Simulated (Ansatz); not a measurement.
`B[SiH2]BO` + HBr → `B[SiH2]Br` + `BO`  (cleavage of the Si–B bond)

Isolated molecules relaxed with PBE0-D4/def2-TZVP in Ansatz; ΔE leaves out vibrations. CBS: MP2 limit from def2 TZ/QZ plus the TZ coupled-cluster correction, frozen cores. This one scheme is used for every species. Functionals use def2-TZVPP. For Br outer-core shells are correlated without core-valence functions, which leaves a few kJ/mol of doubt a bond. Scalar relativity is left out up to krypton. Each species was taken in one conformer, which may not be the lowest.

```csv
level,ΔE (kJ/mol),difference from CCSD(T)/CBS
PBE0-D4,-100.8,10.1
r2SCANh-D4,-104.5,6.4
CAM-B3LYP-D4,-109.1,1.8
ωB97M-V,-111.7,-0.8
BLYP,-99.7,11.2
r2SCAN,-101.9,9.0
MP2/def2-SVP,-107.9,3.0
SCS-MP2/def2-TZVPP,-118.1,-7.2
MP2/def2-QZVPP,-120.4,-9.5
SCS-MP2/def2-QZVPP,-120.9,-10.0
CCSD(T)/CBS,-110.9,0
```

(1) What do rigid-rotor, harmonic-oscillator terms from PBE0-D4/def2-TZVP frequencies (298.15 K, 1 bar) make of the CCSD(T)/CBS value? (An estimate is asked.)

Largest T1 diagnostic among the species: 0.016.

## Answers

(1) Computed: ΔZPE = +6.2 kJ/mol, ΔH = -106.5 kJ/mol, ΔS = 14 J/(mol·K), ΔG = -110.5 kJ/mol. Modes under 50 cm⁻¹ make the entropy rough.

From BLYP to BHLYP (50 % exact exchange), in def2-TZVPP and without D4, ΔE moves by −18.9 kJ/mol. Leaving LDA and LC-ωPBE aside and taking each functional with its dispersion term where it has one, the values, not all of them listed here, spread over 28.8 kJ/mol, from BHLYP-D4 to PBE-D4. LDA lies +7.7 kJ/mol from PBE without D4.
